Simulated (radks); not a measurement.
These are the eigenvalues of the occupied orbitals of an atom or ion with whole-number occupations (hartree). Calculated with a radial shooting solver on a logarithmic mesh with Libxc functionals: scalar-relativistic Kohn-Sham, PBE, spin-polarised, spherical densities, finite nucleus; Fermi nuclear charge, rms radius of each element as measured or else 0.836 A^(1/3) + 0.57 fm.

1s down: -2553.563
1s up: -2553.563
2s up: -441.2491
2s down: -441.2425
2p up: -386.0573
2p down: -386.0521
3s up: -102.0705
3s down: -102.0689
3p up: -85.71844
3p down: -85.71659
3d up: -66.88570
3d down: -66.88157
4s up: -21.51944
4s down: -21.51400
4p up: -16.15367
4p down: -16.14871
4d up: -9.34587
4d down: -9.33991
5s up: -3.51477
5s down: -3.45187
5p up: -2.20892
5p down: -2.12374
4f up: -1.80757
4f down: -1.79351
5d up: -0.77023

Which element is it, and in what charge state? The configuration may be excited. Open shells, if any, are filled with parallel spins first.

Answer. Z = 74, tungsten, charge +2: W2+ in [Xe] 4f14 5d4. The list shows which subshells hold electrons but not how many an open one holds; the 1s level, -2553.6 hartree, gives Z - s = 71.5 by -(Z - s)^2/2, which with screening and relativity narrows Z to a few neighbours, and the depths of the outer levels then fix element, charge and occupations together.
